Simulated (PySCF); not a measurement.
# Reading the logs of faulty runs: BCl2GeH2

Calculated results; nothing here was measured. They come from PySCF 2.14.0, an open-source quantum chemistry program, on an isolated molecule that a program drew, which may never have been made. The molecule is BCl2GeH2 (charge 0, doublet), drawn as the SMILES string `Cl[B][GeH2][Cl]`.

Each row is a Hartree-Fock (HF) and frozen-core CCSD(T) single point in the cc-pV(D+d)Z basis, meant for a local HF minimum. Run 1 is clean. Each other run has one planted mistake out of seven kinds, and not every kind appears here: one electron removed, one electron added, multiplicity raised by two, geometry at a saddle point, minimal basis STO-3G, one bond length entered in bohr, all coordinates scaled. The reference is restricted for singlets and unrestricted otherwise, and also for a bond in bohr. Adding or removing an electron swaps singlet and doublet. Electrons count all cores. HOMO and LUMO are orbital energies over both spins, the gradient is its largest component, and the lowest frequency (negative if imaginary) is given only where the gradient is small. Bond lengths are over the 5 bonds as drawn. T1 is the CCSD diagnostic: over 0.02 (restricted) or 0.045 (unrestricted) a single reference is doubtful. Germanium has the cc-pVDZ-PP basis, with a core potential (ECP10MDF) in place of its 10 inner electrons, and its 3s, 3p and 3d shells are frozen in CCSD(T).

Geometry of the clean run:
```xyz
6
BCl2GeH2, angstrom
Cl    0.0535    0.9969   -3.2720
B     0.3348    0.4270   -1.6557
Ge    2.1685   -0.2155   -0.9105
Cl    1.8948   -0.8177    1.1673
H     2.6930   -1.4483   -1.6407
H     3.2095    0.8999   -0.8923
```

| run | electrons | basis functions | <S^2> | HOMO (eV) | LUMO (eV) | gradient (hartree/bohr) | lowest frequency (cm^-1) | mean bond (Å) | longest bond (Å) | T1 | HF (hartree) | CCSD(T) (hartree) | mistake |
|---|---|---|---|---|---|---|---|---|---|---|---|---|---|
| 1 | 73 | 93 | 0.757 | -9.33 | 0.82 | 1.5e-05 | 21 | 1.8100 | 2.180 | 0.0153 | -1238.25183 | -1238.73907 | no fault |
| 2 | 73 | 93 | 0.758 | -8.87 | 1.21 | 6.8e-02 | - | 1.6941 | 2.041 | 0.0142 | -1238.22376 | -1238.70935 | all coordinates scaled |
| 3 | 73 | 93 | 1.527 | -9.45 | 0.05 | 9.4e-03 | - | 2.0815 | 2.883 | 0.0383 | -1238.15820 | -1238.63571 | one bond length entered in bohr |
| 4 | 72 | 93 | 0.000 | -16.38 | -6.79 | 9.0e-02 | - | 1.8100 | 2.180 | 0.0209 | -1237.95238 | -1238.44809 | one electron removed |
| 5 | 73 | 93 | 3.766 | -8.19 | -2.93 | 4.9e-02 | - | 1.8100 | 2.180 | 0.0283 | -1238.10475 | -1238.58094 | ? |

**Which mistake was planted in run 5, and what did it cost?**

Electrons, basis and geometry are unchanged, and <S^2> is 3.766, beside S(S+1) = 3.75 for a multiplicity of 4. So the mistake is: multiplicity raised by two. Subtracting run 1 and multiplying by 627.51 kcal/mol a hartree, the energy moved by 92.3 kcal/mol in HF and 99.2 kcal/mol in CCSD(T).

Cautions from the logs. Run 4: T1 is over the limit, so its CCSD(T) energy is less reliable.
